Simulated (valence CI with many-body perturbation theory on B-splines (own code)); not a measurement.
E1 line list for Te XX

Computed by valence CI with perturbative core correlation (CI+MBPT): five valence electrons over a frozen Dirac-Fock core [Ar] 3d10, radial functions for each j: 9 s, 9 p, 8 d, 6 f, 3 g, 1 h, with the one-electron correlation potential Σ1, the two-electron term Σ2, the three-electron term Σ3, Breit, model QED; selected CI, second order for the rest (own B-spline code, finite nucleus).

No measured levels were compared; by estimate levels hold to about 250 cm⁻¹ or 0.2 % of their energy and the worst to 1 %, as in measured heavy ions of charge 2 to 7; those with d or f electrons hold less well. Among the levels kept, up to 300 cm⁻¹ of a level comes from second order outside the variational space, and about a tenth of that is noise between levels of different J, which matters for small intervals.

Lines 51 to 100 of 170 in falling wavelength, among levels below 136.06 eV, chosen from the strongest by gf and those to the six lowest levels. Wavelengths and rates use the calculated energies, so an error of 1000 cm⁻¹ moves a line at 205.6 Å by 0.21 % and its rate by three times that or more. Electric multipoles are in the length gauge, E1 and E2 with the static RPA response of the core. Weak lines are less certain than strong ones. Lines between different terms over intervals too small for the method are left out, as are lines whose strength nearly cancels. The highest levels of a list are the least certain.

Names give the largest LS component (configuration and term), which can be under half, so a name can repeat, a term be missing and a line seem to break the LS rules; names also repeat where a configuration has a term twice. Letters in brackets count levels of one name in rising energy.

```tsv
λ vac (Å)	Upper	Lower	A (s⁻¹)	S (a.u.) with core polarisation	S without
205.6	4s.4p4 2D_5/2	4s2.4p3 2D°_5/2	1.30e+10	3.33e-01	3.63e-01
205.1	4s2.4p2.4d 2F_5/2	4s2.4p3 2P°_3/2	2.14e+07	5.47e-04	5.94e-04
203.1	4s2.4p2.4d 4D_1/2	4s2.4p3 2P°_3/2	2.58e+09	2.13e-02	2.33e-02
201.9	4s2.4p2.4d 4F_3/2	4s2.4p3 2P°_1/2	2.01e+09	3.26e-02	3.54e-02
201.7	4s.4p4 2P_1/2 [a]	4s2.4p3 2P°_1/2	1.63e+10	1.32e-01	1.43e-01
199.4	4p5 2P°_3/2	4s.4p4 4P_1/2	7.21e+08	1.13e-02	1.23e-02
198.1	4s2.4p2.4d 4D_3/2	4s2.4p3 2P°_3/2	1.10e+09	1.68e-02	1.83e-02
198.0	4s.4p4 4P_3/2	4s2.4p3 4S°_3/2	1.81e+10	2.77e-01	3.00e-01
197.3	4p5 2P°_3/2	4s.4p4 4P_3/2	6.29e+09	9.55e-02	1.04e-01
196.4	4s.4p4 2D_5/2	4s2.4p3 2D°_3/2	2.25e+08	5.05e-03	5.49e-03
196.0	4s.4p4 4P_1/2	4s2.4p3 4S°_3/2	1.56e+10	1.16e-01	1.25e-01
195.4	4s.4p4 2P_3/2	4s2.4p3 2P°_1/2	2.46e+09	3.63e-02	3.96e-02
190.8	4s.4p4 2P_1/2 [b]	4s2.4p3 2P°_3/2	3.71e+10	2.55e-01	2.77e-01
190.0	4s2.4p2.4d 4F_3/2	4s2.4p3 2D°_5/2	6.48e+09	8.78e-02	9.54e-02
186.2	4s2.4p2.4d 4D_5/2	4s2.4p3 2P°_3/2	5.79e+08	1.11e-02	1.20e-02
184.5	4s.4p3.4d 6D°_3/2	4s.4p4 4P_1/2	5.99e+08	7.43e-03	8.03e-03
184.2	4s.4p4 2P_3/2	4s2.4p3 2D°_5/2	3.50e+10	4.32e-01	4.69e-01
183.6	4s.4p3.4d 6D°_1/2	4s.4p4 4P_3/2	1.42e+09	8.65e-03	9.28e-03
182.3	4s2.4p2.4d 2P_3/2 [a]	4s2.4p3 2P°_3/2	1.21e+09	1.45e-02	1.58e-02
182.1	4s2.4p2.4d 4F_3/2	4s2.4p3 2D°_3/2	1.55e+09	1.85e-02	2.00e-02
181.9	4s.4p4 2P_1/2 [a]	4s2.4p3 2D°_3/2	2.94e+10	1.75e-01	1.89e-01
178.7	4p5 2P°_3/2	4s.4p4 4P_5/2	4.31e+09	4.85e-02	5.26e-02
178.6	4s2.4p2.4d 4F_5/2	4s2.4p3 2D°_5/2	6.10e+08	1.03e-02	1.11e-02
176.8	4s.4p4 2P_3/2	4s2.4p3 2D°_3/2	2.43e+09	2.66e-02	2.88e-02
176.3	4s.4p4 2D_3/2	4s2.4p3 4S°_3/2	2.17e+09	2.35e-02	2.55e-02
173.7	4s2.4p2.4d 4P_5/2	4s2.4p3 2P°_3/2	8.65e+07	1.34e-03	1.47e-03
173.3	4s2.4p2.4d 4D_1/2	4s2.4p3 2P°_1/2	2.55e+09	1.31e-02	1.42e-02
171.8	4s2.4p2.4d 4P_3/2	4s2.4p3 2P°_3/2	1.21e+09	1.21e-02	1.31e-02
171.6	4s2.4p2.4d 4F_5/2	4s2.4p3 2D°_3/2	4.23e+07	6.32e-04	7.06e-04
171.3	4s2.4p2.4d 4P_1/2	4s2.4p3 2P°_3/2	2.10e+09	1.04e-02	1.12e-02
169.7	4s2.4p2.4d 4D_3/2	4s2.4p3 2P°_1/2	2.61e+09	2.52e-02	2.73e-02
168.4	4s.4p4 2D_5/2	4s2.4p3 4S°_3/2	1.87e+08	2.64e-03	2.85e-03
166.8	4s.4p3.4d 6D°_5/2	4s.4p4 4P_5/2	2.67e+09	3.67e-02	3.93e-02
166.7	4s.4p3.4d 6D°_3/2	4s.4p4 4P_5/2	4.16e+09	3.81e-02	4.09e-02
165.9	4s.4p3.4d 6D°_7/2	4s.4p4 4P_5/2	8.25e+08	1.49e-02	1.58e-02
165.7	4s2.4p2.4d 2F_5/2	4s2.4p3 2D°_5/2	8.81e+08	1.19e-02	1.28e-02
165.3	4s2.4p2.4d 2D_3/2 [a]	4s2.4p3 2P°_3/2	4.03e+08	3.60e-03	3.88e-03
164.3	4s.4p4 2P_1/2 [b]	4s2.4p3 2P°_1/2	1.55e+07	6.78e-05	7.90e-05
162.0	4s2.4p2.4d 4F_7/2	4s2.4p3 2D°_5/2	7.21e+08	1.21e-02	1.29e-02
161.2	4s2.4p2.4d 4D_3/2	4s2.4p3 2D°_5/2	2.81e+10	2.32e-01	2.51e-01
161.1	4s2.4p2.4d 2D_5/2 [a]	4s2.4p3 2P°_3/2	1.70e+09	2.11e-02	2.28e-02
160.4	4s2.4p2.4d 4D_7/2	4s2.4p3 2D°_5/2	6.07e+07	9.89e-04	1.06e-03
159.7	4s2.4p2.4d 2F_5/2	4s2.4p3 2D°_3/2	2.33e+08	2.82e-03	3.03e-03
159.7	4s2.4p2.4d 2P_1/2 [a]	4s2.4p3 2P°_3/2	1.74e+10	6.97e-02	7.56e-02
158.5	4s2.4p2.4d 4D_1/2	4s2.4p3 2D°_3/2	3.55e+09	1.40e-02	1.50e-02
157.9	4s2.4p2.4d 2P_3/2 [a]	4s2.4p3 2P°_1/2	2.66e+09	2.07e-02	2.23e-02
157.8	4s2.4p2.4d 4F_3/2	4s2.4p3 4S°_3/2	5.24e+09	4.06e-02	4.37e-02
157.7	4s.4p4 2P_1/2 [a]	4s2.4p3 4S°_3/2	8.83e+09	3.41e-02	3.70e-02
155.5	4s2.4p2.4d 4D_3/2	4s2.4p3 2D°_3/2	1.49e+09	1.10e-02	1.17e-02
153.8	4s.4p4 2P_3/2	4s2.4p3 4S°_3/2	1.36e+10	9.73e-02	1.05e-01
```
